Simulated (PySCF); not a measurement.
**Atomic charges by several schemes**

C6H13FOSi2.
Structure used (GFN2-xTB), in Å, numbered top down from 1:
```xyz
23
C6H13FOSi2 angstrom
C      1.980   -1.675   -0.095
O      1.015   -0.657   -0.084
C      1.439    0.633    0.126
Si     3.114    1.065    0.907
C      0.523    1.549   -0.212
F      0.804    2.864    0.011
Si    -1.158    1.128   -0.964
C     -2.229    0.273    0.327
C     -3.449   -0.492   -0.107
C     -2.262   -1.228    0.415
H      1.430   -2.606   -0.230
H      2.687   -1.553   -0.922
H      2.537   -1.719    0.846
H      3.179    0.456    2.242
H      3.224    2.513    0.990
H      4.191    0.517    0.072
H     -0.945    0.246   -2.116
H     -1.778    2.391   -1.382
H     -2.328    0.787    1.277
H     -4.335   -0.440    0.508
H     -3.661   -0.551   -1.164
H     -1.661   -1.790   -0.282
H     -2.325   -1.681    1.393
```

Density: PBE0/pcSseg-1 (PySCF); schemes: Mulliken, IAO, Hirshfeld and ESP-fitted. Isolated species at its GFN2-xTB geometry (one conformer only).

Task: Atoms with like bonding are taken together and averaged. At which atom do the 4 schemes differ most?

Result: At Si7: from +0.302 (ESP-fitted) to +0.765 e (Mulliken), 0.463 e apart.

Task: Do the Mulliken, IAO, Hirshfeld and ESP-fitted schemes agree on where the charge is highest?

Result: The schemes don't all agree: Mulliken Si7 (+0.765); IAO Si7 (+0.757); Hirshfeld Si7 (+0.324); ESP-fitted Si4 (+0.351).

Task: Tabulate the Mulliken, IAO, Hirshfeld and ESP-fitted charges.

Result: In e; atoms taken as equivalent share a row and are averaged (×n: the atom named and its like, n in all):

| atom | environment | Mulliken | IAO | Hirshfeld | ESP-fitted |
| --- | --- | --- | --- | --- | --- |
| C1 | methoxy carbon | -0.035 | -0.202 | -0.032 | -0.265 |
| O2 | ether oxygen | -0.488 | -0.331 | -0.094 | -0.156 |
| C3 | vinylic carbon bearing oxygen | -0.111 | -0.115 | -0.049 | -0.058 |
| Si4 | SiH3 silicon | +0.489 | +0.566 | +0.300 | +0.351 |
| C5 | vinylic C–F carbon | -0.029 | -0.029 | -0.041 | -0.003 |
| F6 | vinyl fluorine | -0.297 | -0.280 | -0.091 | -0.159 |
| Si7 | SiH2 silicon | +0.765 | +0.757 | +0.324 | +0.302 |
| C8 | sp3 carbon bound to silicon | -0.544 | -0.416 | -0.133 | -0.208 |
| C9/C10 | three-membered-ring carbon | -0.202 | -0.280 | -0.089 | -0.337 |
| H11/H12/H13 | methyl hydrogen | +0.121 | +0.144 | +0.048 | +0.133 |
| H14/H15/H16 | Si–H hydrogen | -0.066 | -0.106 | -0.071 | -0.074 |
| H17/H18 | Si–H hydrogen | -0.088 | -0.121 | -0.078 | -0.059 |
| H19 | methine hydrogen | +0.146 | +0.153 | +0.044 | +0.168 |
| H20/H23 | methylene hydrogen | +0.128 | +0.148 | +0.047 | +0.161 |
| H21/H22 | methylene hydrogen | +0.131 | +0.143 | +0.042 | +0.161 |

Mean size of the charges over all atoms: IAO 0.217 e, Mulliken 0.198 e, ESP-fitted 0.162 e, Hirshfeld 0.086 e. Each set sums to the total charge, 0, to within 0.001 e. The Mulliken scheme counts on each atom the diagonal of the density matrix times the overlap matrix over that atom's basis functions. The Hirshfeld scheme weights the molecular density at each point by an atom's share of the summed free-atom densities.

Some averages cover members that differ in this geometry: C9/C10, ESP-fitted -0.378 to -0.296; H14/H15/H16, ESP-fitted -0.089 to -0.051; H11/H12/H13, IAO +0.132 to +0.165; H14/H15/H16, IAO -0.117 to -0.086 e.

Task: Sum the charges by element, for elements with more than one atom.

Result: 
| element | atoms | Mulliken | IAO | Hirshfeld | ESP-fitted |
| --- | --- | --- | --- | --- | --- |
| C | 6 | -1.122 | -1.321 | -0.434 | -1.208 |
| Si | 2 | +1.254 | +1.323 | +0.624 | +0.653 |
| H | 13 | +0.654 | +0.609 | -0.005 | +0.870 |

Task: How many electrons does the IAO scheme count on O2?

Result: Z − q = 8 − (-0.331) = 8.331.

The run behind these numbers computed NMR shieldings as well. The run took 88 s wall (with the writing of density and orbital grids) on one thread of an Arm Neoverse V1, no GPU, shared host, and the process peaked at 1.2 GiB of memory.
